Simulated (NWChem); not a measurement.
C$_{4}$H$_{4}$OS; SMILES S1C(=C)CC1=O

```xyz
10

C      0.3311    -2.3773     0.0000
C      0.2318    -1.0515     0.0000
C      1.2611     0.0543     0.0000
C      0.2225     1.1618     0.0000
O      0.2788     2.3456     0.0000
S     -1.1929     0.0131     0.0000
H      1.3147    -2.8537     0.0000
H     -0.5494    -3.0228     0.0000
H      1.9060     0.0886    -0.8941
H      1.9060     0.0886     0.8941
```
Atoms are numbered in this order, from 1.

Program: NWChem. Pople sets run with spherical d functions. The geometry was optimised at PBE0/def2-SVP. Total energies compare along this basis series because the functional is fixed.

```csv
level,basis functions,energy (Ha),highest occupied level (eV),orbital gap (eV),dipole (D)
Hartree-Fock/STO-3G,38,-618.9111,-6.78,14.71,1.62
Hartree-Fock/3-21G,66,-622.8916,-9.34,13.06,3.54
Hartree-Fock/6-31G*,96,-626.1313,-9.28,?,3.40
Hartree-Fock/6-31+G*,120,-626.1392,-9.42,11.27,3.50
Hartree-Fock/6-311G**,140,-626.2109,-9.36,12.43,3.36
```

Q: Complete the blanks.

A: 
- Hartree-Fock/6-31G*, orbital gap (eV): 12.84
